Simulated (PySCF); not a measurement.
**Checking a proposed structure**

A compound C8H7F3O gives the data below (simulated from a calculation) and was assigned the structure `Cc1cccc(OC(F)(F)F)c1`.

13C{1H} NMR (computed): δ 171.4 (C), 156.9 (CH), 151.8 (C), 147.7 (CH2), 136.9 (C), 136.3 (C), 51.2 (CH), 15.5 (CH3).

1H NMR (500 MHz, computed): δ 8.73 (s, 1H), 6.75 (br s, 1H), 6.52 (br s, 1H), 3.09 (m, 1H), 1.53 (d, 3H).

PySCF 2.14.0 with density-fitted response routines calculation with σ from GIAO-PBE0/pcSseg-1 and GFN2-xTB structure; equivalent nuclei averaged, no relativistic terms, gas phase, one computed conformer.

Shifts are taken against calculated references (same method and geometry level): TMS for 1H (31.72 ppm), 13C (186.93 ppm).

Task: Compare with the shifts computed for the proposed structure, pairing carbons in order of shift.

Result: Mapped SMILES: `[CH3:1][c:2]1[cH:3][cH:4][cH:5][c:6]([O:7][C:8]([F:9])([F:10])[F:11])[cH:12]1`; H(Xn) means a hydrogen on atom n.

```json
{"atom": "C6", "computed for proposal": "158.3", "given list": "171.4", "difference": "-13.1"}
{"atom": "C2", "computed for proposal": "146.5", "given list": "156.9", "difference": "-10.4"}
{"atom": "C4", "computed for proposal": "135.4", "given list": "151.8", "difference": "-16.4"}
{"atom": "C3", "computed for proposal": "131.1", "given list": "147.7", "difference": "-16.6"}
{"atom": "C8", "computed for proposal": "130.1", "given list": "136.9", "difference": "-6.8"}
{"atom": "C12", "computed for proposal": "124.0", "given list": "136.3", "difference": "-12.3"}
{"atom": "C5", "computed for proposal": "117.7", "given list": "51.2", "difference": "+66.5"}
{"atom": "C1", "computed for proposal": "23.9", "given list": "15.5", "difference": "+8.4"}
```

The rms difference is 26.3 ppm and the largest +66.5 ppm at C5 (aromatic CH). The carbon types in order of shift don't match either: C, C, CH, CH, C, CH, CH, CH3 for the proposal against C, CH, C, CH2, C, C, CH, CH3 in the data. The proposal doesn't fit.

Task: Which isomer fits?

Result: `C=C(c1cc1=O)[C@H](C)C(F)(F)F`.

- Carbon types of the structure: 4 × C, 2 × CH, 1 × CH2, 1 × CH3, which accounts for all hydrogens.
- δC 151.8: ring carbonyl carbon.
- δC 147.7: terminal =CH2 carbon; an sp2 carbon of a C=C bond.
- δC 136.9: fully substituted alkene carbon; as expected for a trigonal carbon in a double bond.
- δC 136.3: CF3 carbon; 3 electronegative neighbours deshield it.

Other isomers checked: C=C1C=C(C(F)(F)F)/C1=C\OC (rms 26.8 ppm); C=C1C(C(F)(F)F)=C/C1=C/OC (rms 27.5 ppm).

This is the structure that produced the data.

Splittings by 19F in the carbon and heteronuclear signals aren't shown, as no couplings were computed. Shifts are as computed. Against solution values, carbons near 30 ppm lie about +3 ppm off and those near 130 ppm about +5 ppm. Of 1211 compounds with measured shifts, 218 miss one by over three times the rms of a fit or turn the order of signals round; such compounds aren't used in these exercises. Multiplicities follow the n + 1 count of equivalent neighbours, as no J values were calculated; m marks all less simple cases, F and P coupling included.
